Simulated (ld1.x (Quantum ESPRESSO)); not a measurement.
Varying the ultrasoft potential for Nb (Z = 41)

Base potential:

```
Element                 : Nb (Z = 41)
Generator               : ld1.x (Quantum ESPRESSO) 7.5
Type                    : ultrasoft
Functional              : PW91
Relativity              : fully relativistic
Frozen core             : [Kr]
Valence charge          : 5
Reference configuration : 4d3 5s0 5p0 (charge +2)
Partial waves           : 5s (bound, empty): rcut 2.45, rcutus 2.80 bohr; 5s channel at -0.5 Ry: rcut 2.45, rcutus 2.80 bohr; 5p (bound, empty): rcut 2.40, rcutus 2.85 bohr; 5p channel at 0.05 Ry: rcut 2.40, rcutus 2.85 bohr; 4d (bound): rcut 1.80, rcutus 2.20 bohr; 4d channel at 0.05 Ry: rcut 1.80, rcutus 2.20 bohr
Local potential         : all-electron potential smoothed inside 2.40 bohr (lloc = -1)
Core correction         : Bessel-smoothed model core inside 1.90 bohr
Augmentation charge     : built from norm-conserving waves at rcut, not smoothed further
```

Open shells are filled in proportion to 2j + 1 (rel_dist='average').

All-electron outer shells of the reference configuration (PW91, scalar-relativistic, ld1.x):

```
shell  level (eV)  outermost node (bohr)  outermost maximum (bohr)
   4p      -51.94                   0.54                      1.12
   4d      -19.16                   0.55                      1.44
   5s      -16.99                   1.38                      2.72
   5p      -12.33                   1.57                      3.28
```

Cutoffs, loose and tight: the cutoffs (Ry, on a coarse ladder) from which the occupation-weighted sum of valence levels, in a spherical-Bessel basis at the reference potential, stays within 10 and 1 mRy of its value at 400 Ry. They do not see the model core or the augmentation charge, which bear on the density cutoff. Test errors are all-electron minus pseudo excitation energies from the reference, over the configurations 4d4 5s1 5p0; 4d4 5s0 5p0; 4d2 5s0 5p0; 4d1 5s0 5p0; 4d3 5s1 5p1; 4d4 5s0 5p1; 4d3 5s1 5p0. A dash means not determined; rows that change the core or the reference have their own tests. The largest error is taken over the tests solved by every variant that gives reliable tests at all: 4d1 5s0 5p0; 4d2 5s0 5p0; 4d3 5s1 5p0; 4d4 5s0 5p0; 4d4 5s1 5p0.

A true bound ghost makes a file unfit for plane-wave use even where its test errors are small: the radial tests pick states by their node count and pass the ghost by. Where a test does run into it, the solver fails or the error is huge.

| change | outcome | cutoff, loose | cutoff, tight | bound ghosts | largest test error (meV) |
| --- | --- | --- | --- | --- | --- |
| base | generated | 18 Ry | 25 Ry | p3/2 | -995 |
| local potential all-electron potential smoothed inside 1.06 bohr (lloc = -1) | generated | 18 Ry | 30 Ry | s, p1/2, p3/2 | -984 |
| local potential all-electron potential smoothed inside 1.40 bohr (lloc = -1) | generated | 18 Ry | 30 Ry | s, p1/2, p3/2 | -979 |
| local potential all-electron potential smoothed inside 1.84 bohr (lloc = -1) | generated | 18 Ry | 25 Ry | s, p3/2, p1/2 | -997 |
| local potential all-electron potential smoothed inside 2.06 bohr (lloc = -1) | generated | 18 Ry | 25 Ry | s, p3/2, p1/2 | -996 |
| local potential all-electron potential smoothed inside 2.34 bohr (lloc = -1) | generated | 18 Ry | 25 Ry | p3/2 | -995 |
| local potential all-electron potential smoothed inside 2.60 bohr (lloc = -1) | generated | 18 Ry | 25 Ry | p3/2 | -996 |
| local potential all-electron potential smoothed inside 2.76 bohr (lloc = -1) | generated | 18 Ry | 25 Ry | p3/2 | -996 |
| local potential all-electron potential smoothed inside 3.08 bohr (lloc = -1) | generated | 18 Ry | 30 Ry | none | -997 |
| local potential all-electron potential smoothed inside 3.32 bohr (lloc = -1) | generated | 18 Ry | 30 Ry | none | -998 |

(1) What comes out with this change to the base: local potential all-electron potential smoothed inside 1.56 bohr (lloc = -1)?

Answers

(1) outcome: generated; cutoff, loose: 18 Ry; cutoff, tight: 35 Ry; bound ghosts: s, p1/2, p3/2, d3/2; largest test error (meV): -808.

Reading the sweep of the rcloc (base included, trends over the rows without a ghost): Bound ghosts are found at 1.06, 1.4, 1.56, 1.84, 2.06, 2.34, 2.4, 2.6, 2.76 bohr.
